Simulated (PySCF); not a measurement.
# Electron correlation in Pr (praseodymium, neutral)

[Xe] 4f4 6s1, 6s spin antiparallel (an excited configuration). All numbers are calculated (PySCF 2.14, the spin-free X2C one-electron Hamiltonian (Gaussian nucleus), in ANO-RCC-VTZP (8s7p5d3f2g1h, 104 functions)). Frozen: [Ar] 3d10; 31 electrons correlated.

MP2 pair energies summed by pair of shells (mhartree):

```
 pair   energy  share (%)
4d-4d  -189.65       19.6
4f-5p  -135.74       14.1
5p-5p  -123.73       12.8
4d-4f  -121.35       12.6
4d-5p  -104.43       10.8
4f-4f   -52.74        5.5
4p-4d   -45.46        4.7
5s-5p   -37.93        3.9
4d-5s   -30.71        3.2
4f-5s   -27.29        2.8
4p-4f   -19.08        2.0
4p-4p   -16.22        1.7
5p-6s   -12.15        1.3
4s-4d    -9.06        0.9
4p-5p    -8.62        0.9
4f-6s    -6.95        0.7
5s-5s    -6.54        0.7
4p-5s    -4.89        0.5
4s-4p    -4.67        0.5
4s-4f    -3.14        0.3
4d-6s    -1.62        0.2
4s-4s    -1.32        0.1
4s-5p    -0.95        0.1
5s-6s    -0.57        0.1
4s-5s    -0.36        0.0
4p-6s    -0.11        0.0
4s-6s    -0.01        0.0
```

Total MP2 correlation energy: -965.28 mhartree.

Same-spin part -375.72 and opposite-spin part -589.56 mhartree; SCS-MP2 scales them by 1/3 and 6/5 to -832.71 mhartree.

The reference is one real determinant that mixes LS terms of this configuration.
